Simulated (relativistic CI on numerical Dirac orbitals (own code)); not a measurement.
Computed by Dirac-Coulomb-Breit CI, orbitals from a KLI potential per configuration, QED by a radiative potential, unscaled Slater integrals (own radial code, finite nucleus).

CI space (outside the closed core 1s2): 2s², 2s2p, 2p², 2p3s, 2p3p, 2s3s, 2s3p, 2s3d, 2s4s, 2s4p, 2s4d, 2s4f, 2s5s, 2s5p, 3s², 2s5d, 2s5f, 2s5g, 3s3p, 3p². Levels of other configurations are missing.

At this charge energies of transitions that change n are usually good to better than 1 %, and those within a shell (Δn = 0) to a few per cent.

Outline of the computed level scheme of Cu XXVI. Lowest level of each configuration: 2s² ¹S0 at 0.00 eV; 2s2p ³P°0 at 48.99 eV; 2p² ³P0 at 136.46 eV; 2s3s ³S1 at 1401.51 eV; 2s3p ³P°0 at 1425.70 eV; 2s3d ³D1 at 1444.52 eV; 2p3s ³P°0 at 1463.64 eV; 2p3p ³D1 at 1479.04 eV; 2s4s ³S1 at 1882.59 eV.

Some strong electric-dipole decays among the lowest 36 levels: 2s3d ³D3 → 2s2p ³P°2 (3.6e+13 s⁻¹); 2s3d ³D2 → 2s2p ³P°1 (2.8e+13 s⁻¹); 2s3d ¹D2 → 2s2p ¹P°1 (2.7e+13 s⁻¹); 2s3d ³D1 → 2s2p ³P°0 (2.1e+13 s⁻¹); 2s3d ³D1 → 2s2p ³P°1 (1.5e+13 s⁻¹); 2s3p ¹P°1 → 2s² ¹S0 (1.3e+13 s⁻¹); 2p3p ¹S0 → 2s2p ¹P°1 (1.2e+13 s⁻¹); 2p3p ³P0 → 2s2p ³P°1 (1.1e+13 s⁻¹).

LS names give the leading component of a level, which can be under half, so a name can repeat, a term be missing and a line seem to break the LS rules.
